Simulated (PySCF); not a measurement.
Ionisation energy of Hf³⁸⁺ by level of theory

Hf³⁸⁺ [Ar] 3d10 4s2 4p4 [4p1/2^2 4p3/2^2, M_J = 2] → Hf³⁹⁺ [Ar] 3d10 4s2 4p3 [4p1/2^2 4p3/2^1, M_J = 3/2], as a difference of total energies. Computed with PySCF 2.14 in an uncontracted even-tempered set (16 s from 4.3 bohr⁻², ratio 2.8; 13 p from 5.6 bohr⁻², ratio 2.8; 8 d from 10 bohr⁻², ratio 2.8; 4 f from 27 bohr⁻², ratio 3), with the two-component X2C-1e Hamiltonian. Correlated levels: [Ne] frozen; the 72 highest virtual spinors dropped. "Screened" scales the spin-orbit matrix elements by Boettger's factors to mimic the two-electron term; Breit and QED terms are absent.

```json
{"method": "GHF (spin-free)", "ionisation energy (eV)": "1786.6"}
{"method": "GMP2 (spin-free)", "ionisation energy (eV)": "1788.1"}
{"method": "GHF (screened spin-orbit)", "ionisation energy (eV)": "1769.9"}
{"method": "GMP2 (screened spin-orbit)", "ionisation energy (eV)": "1770.7"}
```

Breit and QED terms and the two-electron picture change are absent.

The spin-free rows relax to the high-spin LS determinant and lack the spin-orbit shift.

The labels give the starting determinants; with spin-orbit coupling the two ends relaxed to ⟨J²⟩ = 6.00, ⟨L²⟩ = 3.26, ⟨S²⟩ = 1.45 and ⟨J²⟩ = 3.75, ⟨L²⟩ = 2.52, ⟨S²⟩ = 1.56.

For comparison: 1776 ± 4 eV (theoretical estimate listed by NIST; NIST Atomic Spectra Database, ionization energies).
